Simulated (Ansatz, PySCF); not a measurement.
Nb(NH)(F)(NH2)2 (FH5N3Nb), SMILES [NH]=[Nb]([NH2])([NH2])[F], multiplicity 1. Atoms are numbered in the order given.

```xyz
10

Nb     0.0603     0.0024     0.0000
N      1.7073    -0.6092     0.0000
H      2.7148    -0.7454     0.0000
F     -0.1100     1.9010     0.0000
N     -0.7772    -0.7302    -1.6429
H     -1.7622    -0.6010    -1.8758
H     -0.3503    -1.3582    -2.3197
N     -0.7772    -0.7302     1.6429
H     -0.3503    -1.3582     2.3197
H     -1.7622    -0.6010     1.8758
```
Charge 0, spin multiplicity 1.

Coordinates come from a B3LYP-D3(BJ)/def2-SVP optimisation. The multiplicity is an assumed one; no other spin state was optimised. The structure was generated by enumeration; whether it is a known compound was not checked. The def2 effective core potentials stand for the cores of Nb; spin–orbit coupling is left out. The values are those of a single conformer.

Two levels are set side by side: PBE-D3(BJ)/def2-SVP (Ansatz, an electronic-structure program) and B3LYP-D3(BJ)/def2-SVP (Ansatz). Each level has its own optimised geometry; the coordinates shown are those of the second. Frequencies come from the Hessian of PySCF at each geometry. Differences are taken from unrounded values.

```json
[
 {"quantity": "mean bond length (Å)", "B3LYP-D3(BJ)": "1.414"},
 {"quantity": "bond Nb1–N2 (Å)", "B3LYP-D3(BJ)": "1.757"},
 {"quantity": "bond Nb1–F4 (Å)", "B3LYP-D3(BJ)": "1.906"},
 {"quantity": "bond Nb1–N5 (Å)", "B3LYP-D3(BJ)": "1.984"},
 {"quantity": "bond Nb1–N8 (Å)", "B3LYP-D3(BJ)": "1.984"},
 {"quantity": "bond N2–H3 (Å)", "B3LYP-D3(BJ)": "1.017"},
 {"quantity": "bond N5–H6 (Å)", "B3LYP-D3(BJ)": "1.020"},
 {"quantity": "bond N5–H7 (Å)", "B3LYP-D3(BJ)": "1.017"},
 {"quantity": "bond N8–H9 (Å)", "B3LYP-D3(BJ)": "1.017"},
 {"quantity": "bond N8–H10 (Å)", "B3LYP-D3(BJ)": "1.020"},
 {"quantity": "highest harmonic wavenumber (cm⁻¹)", "B3LYP-D3(BJ)": "3627"},
 {"quantity": "mean harmonic wavenumber (cm⁻¹)", "B3LYP-D3(BJ)": "1203"},
 {"quantity": "zero-point energy (kcal/mol)", "B3LYP-D3(BJ)": "41.29"}
]
```

**Question.** What does PBE-D3(BJ) give, and how far is it from B3LYP-D3(BJ)? (An estimate is asked for; the answer gives what the named calculation found.)

**Answer.** 
| quantity | PBE-D3(BJ) | PBE-D3(BJ) minus B3LYP-D3(BJ) |
|---|---|---|
| mean bond length (Å) | 1.420 | 0.006 |
| bond Nb1–N2 (Å) | 1.765 | 0.009 |
| bond Nb1–F4 (Å) | 1.911 | 0.005 |
| bond Nb1–N5 (Å) | 1.987 | 0.002 |
| bond Nb1–N8 (Å) | 1.987 | 0.002 |
| bond N2–H3 (Å) | 1.024 | 0.007 |
| bond N5–H6 (Å) | 1.027 | 0.007 |
| bond N5–H7 (Å) | 1.024 | 0.007 |
| bond N8–H9 (Å) | 1.024 | 0.007 |
| bond N8–H10 (Å) | 1.027 | 0.007 |
| highest harmonic wavenumber (cm⁻¹) | 3559 | -68 |
| mean harmonic wavenumber (cm⁻¹) | 1175 | -28 |
| zero-point energy (kcal/mol) | 40.31 | -0.98 |

Exact exchange shortens and stiffens bonds; PBE has none. Differences between two approximate levels are no errors against the true value.
